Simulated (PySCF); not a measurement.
**Electron correlation in Ga (gallium, neutral)**

[Ar] 3d10 4s2 4p1, 2P determinant. All numbers are calculated (PySCF 2.14, a scalar-relativistic core potential, in aug-cc-pVTZ-PP with one added diffuse shell each of s, d, f type with ECP10MDF (7s5p5d3f, 68 functions)). Frozen: 3s2 3p6 3d10; 3 electrons correlated.

| level | correlation energy (mhartree) |
| --- | --- |
| CCSD | -47.25 |
| (T) | -0.91 |
| CCSD(T) | -48.16 |

Diagnostics: T1 = 0.014, D1 = 0.0316, largest double amplitude 0.047.

Cost of the coupled-cluster step: of the order of 3 core-seconds, for 3 correlated electrons.
